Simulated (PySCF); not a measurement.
# `C=C(Cl)S(C)(=O)=O`, C3H5ClO2S

Geometry:
| atom | x (Å) | y (Å) | z (Å) |
| --- | --- | --- | --- |
| C1 | 2.087 | 0.095 | 0.428 |
| C2 | 1.024 | 0.420 | -0.276 |
| Cl3 | 0.784 | 1.868 | -1.137 |
| S4 | -0.381 | -0.723 | -0.461 |
| C5 | -1.763 | 0.194 | 0.269 |
| O6 | -0.626 | -0.909 | -1.860 |
| O7 | -0.104 | -1.877 | 0.346 |
| H8 | 2.944 | 0.738 | 0.543 |
| H9 | 2.097 | -0.866 | 0.911 |
| H10 | -2.643 | -0.433 | 0.188 |
| H11 | -1.520 | 0.381 | 1.307 |
| H12 | -1.899 | 1.113 | -0.285 |

Method used: PySCF 2.14.0, TDDFT BHandHLYP/aug-cc-pVDZ excited states, vertical, gas phase. Geometry: GFN2-xTB.

(1) Give the one- and two-photon strengths of the lowest singlets.

Results:

(1) δ for parallel linear polarisation; σ at the peak of a Lorentzian of half width 0.1 eV, single beam; Ω is circular over linear.
| state | E (eV) | f | photon λ (nm) | δ (au) | σ (GM) | Ω | main |
| --- | --- | --- | --- | --- | --- | --- | --- |
| S1 | 6.55 | 0.007 | 379 | 2.23 | 0.04 | 0.52 | HOMO−1→LUMO 0.86 |
| S2 | 6.70 | 0.271 | 370 | 38.4 | 0.63 | 0.53 | HOMO→LUMO 0.90 |
| S3 | 7.26 | 0.001 | 342 | 6.17 | 0.12 | 1.47 | HOMO→LUMO+3 0.24, HOMO→LUMO+5 0.24 |
| S4 | 7.45 | 0.010 | 333 | 8.66 | 0.18 | 1.50 | HOMO−2→LUMO 0.84 |
| S5 | 7.50 | 0.013 | 330 | 51.2 | 1.06 | 1.44 | HOMO→LUMO+1 0.61, HOMO→LUMO+2 0.23 |

Among these, the strongest one-photon state is S2, the strongest two-photon state S5, with a dipole change of 5.8 D (relaxed, norm of the difference vector).
